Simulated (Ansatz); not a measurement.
Isolated molecules relaxed with PBE0-D4/def2-TZVP in Ansatz; ΔE leaves out vibrations. CBS: MP2 limit from def2 TZ/QZ plus the TZ coupled-cluster correction, frozen cores. DFT in def2-TZVPP. For Se outer-core shells are correlated without core-valence functions, which leaves a few kJ/mol of doubt a bond. Scalar relativity is left out up to krypton. Each species was taken in one conformer, which may not be the lowest.

Consider the substitution at a C–C bond: `CCSCN` + `S[SiH2][SeH]` → `C[Se][SiH2]S` + `CSCN`.

```csv
species,PBE0 energy (Eh)
`CCSCN`,-572.40748
`S[SiH2][SeH]`,-3091.17261
`C[Se][SiH2]S`,-3130.45138
`CSCN`,-533.12981
```

Task: Work out ΔE.

Result: ΔE = (-3130.45138) + (-533.12981) − (-572.40748) − (-3091.17261) = -0.00110 Eh = -2.9 kJ/mol. CCSD(T)/CBS gives -1.0 kJ/mol.

Largest T1 diagnostic among the species: 0.010.

From PBE to PBE0 (25 % exact exchange), in def2-TZVPP and without D4, ΔE moves by +4.1 kJ/mol. In def2-TZVPP, CCSD(T) changes the Hartree–Fock value by −3.9 kJ/mol (the triples alone add −1.8 kJ/mol) and MP2 by −6.0 kJ/mol.
